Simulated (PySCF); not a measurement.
## Electron correlation in Ti³⁺ (titanium, charge +3)

[Ar] 3d1, 2D determinant. Computed with PySCF 2.14 in def2-QZVPPD (11s6p5d3f2g, 93 functions), with no relativity, point nucleus. Frozen: [Ne]; 9 electrons correlated.

| level | correlation energy (mhartree) |
| --- | --- |
| CCSD | -256.23 |
| (T) | -5.36 |
| CCSD(T) | -261.59 |

Diagnostics: T1 = 0.0023, D1 = 0.0056, largest double amplitude 0.039.

Task: Is a single reference adequate?

Result: Yes: T1 lies below 0.03 and no double amplitude reaches 0.07.

This basis was not built for core-valence correlation, so the inner-shell part is incomplete.
